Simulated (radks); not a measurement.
Initial-state core-level shifts of the iron ion Fe+ when its valence configuration changes from [Ar] 3d6 4s1. Calculated with a radial shooting solver on a logarithmic mesh with Libxc functionals: non-relativistic Kohn-Sham, BLYP, spin-unpolarised, spherical densities, point nucleus. Shifts are changes of the shell-averaged eigenvalues in eV (positive: less bound); the change of the density at the nucleus, which sets a Mossbauer isomer shift, is in e/bohr^3, on a base of 1.192e+04.

3d6.5 4s0.5: 1s +2.890; 2s +3.243; 2p +3.208; 3s +2.860; density at nucleus -3.628
3d5.5 4s1 4p0.5: 1s -3.998; 2s -4.380; 2p -4.341; 3s -3.882; density at nucleus +1.339
3d5 4s2: 1s -6.904; 2s -7.785; 2p -7.703; 3s -6.588; density at nucleus +9.228
3d4.5 4s1 4p1.5: 1s -12.931; 2s -14.286; 2p -14.155; 3s -12.270; density at nucleus +4.635
3d7: 1s +5.383; 2s +6.033; 2p +5.967; 3s +5.384; density at nucleus -6.696
3d5 4s1 4p1: 1s -8.319; 2s -9.154; 2p -9.071; 3s -7.987; density at nucleus +2.890
3d6 4p1: 1s -1.434; 2s -1.364; 2p -1.366; 3s -1.430; density at nucleus -5.686
3d4 4s1 4p2: 1s -17.811; 2s -19.750; 2p -19.566; 3s -16.699; density at nucleus +6.563
3d3.5 4s1 4p2.5: 1s -22.944; 2s -25.525; 2p -25.286; 3s -21.248; density at nucleus +8.664
